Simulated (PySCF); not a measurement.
Mass spectrum arithmetic for `N[C@@H]1C[C@@H]2CNC[C@@H]21`

Species: `N[C@@H]1C[C@@H]2CNC[C@@H]21`.

All values are calculated from tables of isotopes.

Molar mass and exact mass?

For C6H12N2, with standard atomic weights, 2 × 14.007 + 6 × 12.011 + 12 × 1.008 = 112.176 g/mol. From the most abundant isotopes (14N, 12C, 1H), 2 × 14.003074 + 6 × 12.000000 + 12 × 1.007825 = 112.1000 u.

Work out the cluster of the molecular ion M+•, one line a nominal mass.

```
nominal mass  m/z (centroid)  relative intensity
         112        112.0995               100.0
         113        113.1023                 7.4
         114        114.1049                 0.2
```

Cut off at 0.1 %. One electron mass, 0.00055 u, is taken off.

Protons, neutrons, electrons, and exact less nominal mass of the monoisotopic species?

62 protons, 50 neutrons and 62 electrons; 112.1000 − 112 = +0.1000 u.

Double-bond equivalents and nitrogen rule?

(2 × 6 + 2 + 2 − 12)/2 = 2; the structure has 2 rings and 0 π bonds. The nominal mass 112 is even, with 2 nitrogens, as the rule says.

What share of all molecules is the monoisotopic species?

0.99632^2 × 0.9893^6 × 0.999885^12 = 92.93 %.

Which m/z would the protonated, sodiated and deprotonated molecule have?

[M+H]+ 113.1073, [M+Na]+ 135.0893, [M−H]− 111.0928, for the monoisotopic species (arithmetic only; whether such ions form is another matter).

How much CO2 and H2O would complete combustion of 2.00 mg give?

17.83 μmol of compound give 4.71 mg CO2 and 1.93 mg H2O.
